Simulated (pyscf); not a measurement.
H₃C–Cd–OH, singlet

Gas-phase minimum from PySCF at ωB97X-D3(BJ)/def2-SVP, one conformer. 

```
Cd
O 1 1.9698
H 2 0.9635 1 114.36
C 1 2.0872 3 162.49 2 -179.95
H 4 1.1006 1 110.80 3 108.81
H 4 1.1007 5 108.44 1 -121.84
H 4 1.1010 5 108.19 6 -117.07
```

Properties at ωB97X-D3(BJ)/def2-SVP:

```
Quantity                                                                                                                                                                                              Value
---------------------------------------------------------------------------------------------------------------------  ------------------------------------------------------------------------------------
Harmonic wavenumbers, unscaled                                                                                         31, 137, 138, 521, 628, 687, 715, 738, 1217, 1447, 1448, 3073, 3177, 3181, 3908 cm⁻¹
Zero-point energy                                                                                                                                                                             30.1 kcal/mol
Rotational symmetry number                                                                                                                                                                                1
Entropy of this conformer at 298 K and 1 atm, rigid rotor and harmonic oscillator, modes under 100 cm⁻¹ raised to 100                                                                       312.5 J/(mol K)
Dipole moment                                                                                                                                                                                        1.91 D
```

Single-point totals, which compare only within one level (frozen core for MP2 and CC):

| level | total energy (hartree) |
|---|---|
| ωB97X-D3(BJ)/def2-TZVP | -283.63921 |
| PBE/def2-TZVP | -283.41580 |
| r²SCAN/def2-TZVP | -283.54324 |
| B3LYP-D3(BJ)/def2-TZVP | -283.61780 |
| PBE0-D3(BJ)/def2-TZVP | -283.41128 |
| M06-2X/def2-TZVP | -283.41589 |
| ωB97M-D3(BJ)/def2-TZVP | -283.58556 |
| HF/def2-TZVPP | -281.95916 |
| MP2/def2-TZVPP | -283.11793 |
| CCSD/def2-TZVPP | -283.09684 |
| CCSD(T)/def2-TZVPP | -283.13421 |

The lowest mode is so soft that the shape along it may change with the basis. Soft torsions are taken as harmonic, which can shift the entropy by several J/(mol K). The CCSD(T) − MP2 part came from Ansatz, without density fitting, on the same reference. The frozen core leaves the outer d or s,p core shells of the metals and heavy elements correlated in the MP2 and CC values, and def2-TZVPP describes them poorly, so these totals are far from the basis limit. Elements past Kr carry the def2 core potentials, without spin-orbit coupling.
